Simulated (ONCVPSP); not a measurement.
## Hg (Z = 80): one change to an ONCV potential, before and after

Hg (Z = 80), optimised norm-conserving Vanderbilt (ONCV), made with ONCVPSP 4.0.1 (PW91, scalar-relativistic). Core [Kr] 4d10 4f14 5s2, reference 5p6 5d10 6s2. Waves: 6s: rc 1.80 bohr, ncon 4, nbas 9, qcut 3.2 1/bohr, 2 projectors, debl 3.6 Ha; 5p: rc 1.60 bohr, ncon 4, nbas 8, qcut 7.6 1/bohr, 3 projectors, debl 2.5 Ha; 5d: rc 1.25 bohr, ncon 3, nbas 6, qcut 6.7 1/bohr, 2 projectors, debl 2.9 Ha. Local part: polynomial inside 1.10 bohr (lpopt 5, dvloc0 3 Ha). Core correction: polynomial model core, fcfact 0.5.

Change: local potential polynomial inside 1.10 bohr (lpopt 5, dvloc0 6 Ha).

Cutoffs: the cutoffs (Ha) at which the residual kinetic energy of the hardest occupied pseudo-wave falls to 1 and 0.1 mHa per electron; they do not see the model core or the augmentation charge, which bear on the density cutoff. Errors are all-electron minus pseudo energies relative to the spin-unpolarised reference configuration.

Problem. Predict the effect on cutoff, ghosts and configuration errors.

Solution. The potential gets neither clearly harder nor softer (21 Ha and 67 Ha → 21 Ha and 67 Ha); both files keep a bound ghost (s); the errors of the 4 common tests hardly move.

| quantity | base | changed |
| --- | --- | --- |
| cutoff, loose | 21 Ha | 21 Ha |
| cutoff, tight | 67 Ha | 67 Ha |
| bound ghosts | s | s |
| GHOST(+) flags under 300 eV | none | s at 172.8 eV |
| error for 5p6 5d10 6s1, meV [ΔE 10.77 eV] | -12 | -12 |
| error for 5p6 5d10 6s0, meV [ΔE 29.84 eV] | -51 | -51 |
| error for 5p6 5d9 6s0, meV [ΔE 65.45 eV] | -16 | -17 |
| error for 5p6 5d8 6s0, meV [ΔE 115.29 eV] | +18 | +18 |
| s: phases at 1.83 bohr within 0.05 rad from the reference energy up to (Ha; the scan ends near 5) | 4.9 | to the end of the scan |
| p: phases at 1.62 bohr within 0.05 rad from the reference energy up to (Ha; the scan ends near 5) | to the end of the scan | to the end of the scan |
| d: phases at 1.27 bohr within 0.05 rad from the reference energy up to (Ha; the scan ends near 5) | to the end of the scan | to the end of the scan |
| rms error of d²Exc/dni dnj with the model core, mHa | 0.69 | 0.69 |

Base: The cutoffs count occupied waves only; projector 2 of the s channel, the hardest unoccupied one, needs 90 Ha at the loose tolerance. Changed file: The cutoffs count occupied waves only; projector 2 of the s channel, the hardest unoccupied one, needs 90 Ha at the loose tolerance. A true bound ghost makes a file unfit for plane-wave use even where its test errors are small: the radial tests pick states by their node count and pass the ghost by.
